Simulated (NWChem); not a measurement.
System: PbCl cation, singlet; SMILES [Cl][Pb+]

The following NWChem deck was run.

```
start job
memory heap 200 mb stack 700 mb global 900 mb
charge 1
geometry units angstroms
  Pb     0.000000     0.000000    -0.414959
  Cl     0.000000     0.000000     1.974264
end
basis spherical
  Pb library def2-tzvp
  Cl library def2-tzvp
end
ecp
  Pb library def2-ecp
end
dft
  xc pbe0
  iterations 150
end
driver
  maxiter 120
end
task dft optimize
dft
  grid fine
  convergence energy 1d-8 density 1d-7
end
task dft freq numerical
```

Excerpt of the output:

```
             Northwest Computational Chemistry Package (NWChem) 7.3.0
             --------------------------------------------------------

 ORDER OF PRIMARY AXIS IS BEING SET TO 4
 C4V symmetry detected

                             Geometry "geometry" -> ""
                             -------------------------

 Output coordinates in angstroms (scale by  1.889725989 to convert to a.u.)

  No.       Tag          Charge          X              Y              Z
 ---- ---------------- ---------- -------------- -------------- --------------
    1 Pb                  82.0000     0.00000000     0.00000000    -0.41027062
    2 Cl                  17.0000     0.00000000     0.00000000     1.97895238

 Effective nuclear repulsion energy (a.u.)     308.7502025159

      Symmetry information
      --------------------

 Group name             C4v
 Group number             18
 Group order               8
 No. of unique centers     2

                                Z-matrix (autoz)
                                --------

 Units are Angstrom for bonds and degrees for angles

      Type          Name      I     J     K     L     M      Value
      ----------- --------  ----- ----- ----- ----- ----- ----------
    1 Stretch                  1     2                       2.38922

                           NWChem Geometry Optimization
                           ----------------------------

 maximum gradient threshold         (gmax) =   0.000450
 rms gradient threshold             (grms) =   0.000300
 maximum cartesian step threshold   (xmax) =   0.001800
 rms cartesian step threshold       (xrms) =   0.001200
 fixed trust radius                (trust) =   0.300000
 source of zmatrix                         =   autoz

          -------------------
          Energy Minimization
          -------------------

 Using diagonal initial Hessian
 Scaling for Hessian diagonals: bonds = 1.00  angles = 0.25  torsions = 0.10

          --------
          Step   0

                                 NWChem DFT Module
                                 -----------------

 Summary of "ao basis" -> "ao basis" (spherical)
 ------------------------------------------------------------------------------
       Tag                 Description            Shells   Functions and Types
 ---------------- ------------------------------  ------  ---------------------
 Pb                        def2-tzvp                16       50   6s5p3d2f
 Cl                        def2-tzvp                13       37   5s5p2d1f

      Symmetry analysis of basis
      --------------------------

        a1         29
        a2          0
        b1          8
        b2          8
        e          42

            General Information
            -------------------
          SCF calculation type: DFT
          Wavefunction type:  closed shell.
          No. of atoms     :     2
          No. of electrons :    38
           Alpha electrons :    19
            Beta electrons :    19
          Charge           :     1
          Spin multiplicity:     1
          Use of symmetry is: on ; symmetry adaption is: on
          Maximum number of iterations: 150
          AO basis - number of functions:    87
                     number of shells:    29
          Convergence on energy requested:  1.00D-06
          Convergence on density requested:  1.00D-05
          Convergence on gradient requested:  5.00D-04

              XC Information
              --------------
                         PBE0 Method XC Functional
                     Hartree-Fock (Exact) Exchange  0.250
          PerdewBurkeErnzerhof Exchange Functional  0.750
            Perdew 1991 LDA Correlation Functional  1.000 local
           PerdewBurkeErnz. Correlation Functional  1.000 non-local

             Grid Information
             ----------------
          Grid used for XC integration:  medium
          Radial quadrature: Mura-Knowles
          Angular quadrature: Lebedev.
          Tag              B.-S. Rad. Rad. Pts. Rad. Cut. Ang. Pts.
          ---              ---------- --------- --------- ---------
          Pb                  1.80      123           8.0       590
          Cl                  1.00       88          10.0       590
          Grid pruning is: on
          Number of quadrature shells:   211
          Spatial weights used:  Erf1

      Superposition of Atomic Density Guess
      -------------------------------------

 Sum of atomic energies:        -678.83831146

 Renormalizing density from      39.00 to     38

      Non-variational initial energy
      ------------------------------

 Total energy =    -642.503334
 1-e energy   =   -1106.940521
 2-e energy   =     381.601767
 HOMO         =      -0.736543
 LUMO         =      -0.327694

      Symmetry analysis of molecular orbitals - initial
      -------------------------------------------------

 !! scf_movecs_sym_adapt:   16 vectors were symmetry contaminated

  Symmetry fudging

 !! scf_movecs_sym_adapt:   16 vectors were symmetry contaminated

  Numbering of irreducible representations:

     1 a1          2 a2          3 b1          4 b2          5 e

  Orbital symmetries:

[...]

      ----------------------
      Optimization converged
      ----------------------

  Step       Energy      Delta E   Gmax     Grms     Xrms     Xmax
  ---- ---------------- -------- -------- -------- -------- --------
@    3    -652.72234103 -1.6D-08  0.00001  0.00001  0.00012  0.00020
                                     ok       ok       ok       ok

                                Z-matrix (autoz)
                                --------

 Units are Angstrom for bonds and degrees for angles

      Type          Name      I     J     K     L     M      Value     Gradient
      ----------- --------  ----- ----- ----- ----- ----- ---------- ----------
    1 Stretch                  1     2                       2.34951    0.00001

                         Geometry "geometry" -> "geometry"
                         ---------------------------------

 Output coordinates in angstroms (scale by  1.889725989 to convert to a.u.)

  No.       Tag          Charge          X              Y              Z
 ---- ---------------- ---------- -------------- -------------- --------------
    1 Pb                  82.0000     0.00000000     0.00000000    -0.39041385
    2 Cl                  17.0000     0.00000000     0.00000000     1.95909562

 Effective nuclear repulsion energy (a.u.)     313.9689778546

      Symmetry information
      --------------------

 Group name             C4v
 Group number             18
 Group order               8
 No. of unique centers     2

                Final and change from initial internal coordinates
                --------------------------------------------------

                                Z-matrix (autoz)
                                --------

 Units are Angstrom for bonds and degrees for angles

      Type          Name      I     J     K     L     M      Value       Change
      ----------- --------  ----- ----- ----- ----- ----- ---------- ----------
    1 Stretch                  1     2                       2.34951   -0.03971

 ==============================================================================
                                internuclear distances
 ------------------------------------------------------------------------------
       center one      |      center two      | atomic units |  angstroms
 ------------------------------------------------------------------------------
    2 Cl               |   1 Pb               |     4.43993  |     2.34951
 ------------------------------------------------------------------------------
                         number of included internuclear distances:          1
 ==============================================================================

[second-derivative integrals and response iterations left out]

  Vibrational analysis via the FX method

  See chapter 2 in "Molecular Vibrations" by Wilson, Decius and Cross

  Vib: Default input used

[...]

 Rotational Constants
 --------------------
 A=   0.000000 cm-1  (  0.000000 K)
 B=   0.102014 cm-1  (  0.146772 K)
 C=   0.102014 cm-1  (  0.146772 K)

 Temperature                      =   298.15K
 frequency scaling parameter      =   1.0000

 Linear Molecule

 Zero-Point correction to Energy  =    0.555 kcal/mol  (  0.000885 au)
 Thermal correction to Energy     =    2.237 kcal/mol  (  0.003565 au)
 Thermal correction to Enthalpy   =    2.829 kcal/mol  (  0.004508 au)

 Total Entropy                    =   60.465 cal/mol-K
   - Translational                =   42.345 cal/mol-K (mol. weight = 242.9454)
   - Rotational                   =   17.115 cal/mol-K (symmetry #  =        1)
   - Vibrational                  =    1.005 cal/mol-K

 Cv (constant volume heat capacity) =    6.460 cal/mol-K
   - Translational                  =    2.979 cal/mol-K
   - Rotational                     =    1.986 cal/mol-K
   - Vibrational                    =    1.494 cal/mol-K

[normal modes left out]

 ----------------------------------------------------------------------------
 Normal Eigenvalue ||           Projected Infra Red Intensities
  Mode   [cm**-1]  || [atomic units] [(debye/angs)**2] [(KM/mol)] [arbitrary]
 ------ ---------- || -------------- ----------------- ---------- -----------
    1        0.000 ||    0.005684           0.131         5.541       5.334
    2        0.000 ||    0.005684           0.131         5.541       5.334
    3        0.000 ||    0.000218           0.005         0.212       0.204
    4        0.000 ||    0.000218           0.005         0.212       0.204
    5        0.000 ||    0.004116           0.095         4.013       3.862
    6      388.538 ||    0.048022           1.108        46.814      45.062
 ----------------------------------------------------------------------------
```

Level: PBE0/def2-TZVP with def2 effective core potentials on Pb. Low-valent species are run as closed-shell singlets; no triplet was tried in these runs. def2 effective core potentials on Pb; no spin-orbit coupling.
